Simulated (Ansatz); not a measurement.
Total energies of Li8F8 (started as a model of: 1x4x4 LiF rock-salt block) from Ansatz at r2SCANh-D4/def2-TZVPD, gas phase (1 Eh = 27.2114 eV = 2625.5 kJ/mol). The reference geometry is relaxed at PBE0-D4/def2-SVP.

```
atom    x (Å)    y (Å)    z (Å)
 Li1   1.4603   2.9867   1.3530
  F2   2.0208   2.1323  -0.0168
 Li3   2.6323   0.6355  -0.8048
  F4   2.8866  -0.3325  -2.1894
  F5  -0.0156   2.2195   1.7392
 Li6   0.4149   1.1610   0.2395
  F7   1.2424  -0.4358  -0.1318
 Li8   1.5926  -1.3600  -1.7559
 Li9  -1.5915   1.3577   1.7576
 F10  -1.2485   0.4421   0.1268
Li11  -0.4200  -1.1537  -0.2471
 F12   0.0162  -2.2209  -1.7388
 F13  -2.8816   0.3268   2.1939
Li14  -2.6335  -0.6350   0.8039
 F15  -2.0204  -2.1302   0.0163
Li16  -1.4548  -2.9936  -1.3457
```

```csv
state,geometry,energy (Eh)
charge 0 singlet,reference,-859.93184
charge -1 doublet,reference,-859.94068
free Li atom (doublet),–,-7.47936
free F atom (doublet),–,-99.72561
```

(1) Work out the vertical electron affinity, to the doublet.

(2) What is the binding energy per atom against free atoms?

(1) E(charge 0 singlet) − E(charge -1 doublet) = -859.93184 − (-859.94068) = 0.00884 Eh = 0.24 eV.

(2) Atoms: 8 × (-7.47936) + 8 × (-99.72561) = -857.63976 Eh. Binding: -857.63976 − (-859.93184) = 2.29208 Eh = 62.37 eV, or 3.90 eV for each of 16 atoms (no zero-point energy, no counterpoise term).

At r2SCANh-D4/def2-TZVPD the highest occupied level of the charge -1 doublet lies above zero (up to 0.61 eV). Energy differences disagree on whether the electron is bound (positive means bound): 0.24 eV (vertical, against the charge 0 singlet, at r2SCANh-D4/def2-TZVPD), but -0.08 eV at LC-ωPBE (ω = 0.20 bohr⁻¹)/def2-SVP.
